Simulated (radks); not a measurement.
The gold ion Au3+, 76 electrons, occupied as [Xe] 4f14 5d7 6f1 (not the ground configuration).

Method: scalar-relativistic Kohn-Sham, r2SCAN, spin-unpolarised, spherical densities, finite nucleus; meta-GGA in the generalised Kohn-Sham scheme; Fermi nuclear charge, rms radius 5.4371 fm; computed with a radial shooting solver on a logarithmic mesh with Libxc functionals.

Energy parts (hartree):
| part | energy |
|---|---|
| total | -19006.0074 |
| kinetic | 21255.4041 |
| electron-nucleus | -47153.3702 |
| Hartree | 7253.1275 |
| exchange-correlation | -361.1689 |

Orbitals (lengths in bohr, moments of r in powers of bohr; <r^-3> diverges for s and p1/2):
orbital  occ.  eigenvalue (hartree)  <r^-3>
1s          2             -2972.719       -
2s          2             -527.0212       -
2p          6             -455.8377   25490
3s          2             -126.1473       -
3p          6             -105.4073    5846
3d         10             -83.18838   723.6
4s          2             -28.99945       -
4p          6             -22.16894    1402
4d         10             -13.91949   152.2
5s          2              -5.79799       -
4f         14              -4.77732   29.38
5p          6              -3.96506   241.5
5d          7              -1.84452   17.07
6f          1              -0.30397  0.1945

The highest occupied level is 6f at -8.272 eV. The electron density at the nucleus is 2.301e+06 e/bohr^3 (large components only). The density falls to 0.001 e/bohr^3 at r = 3.21 bohr.
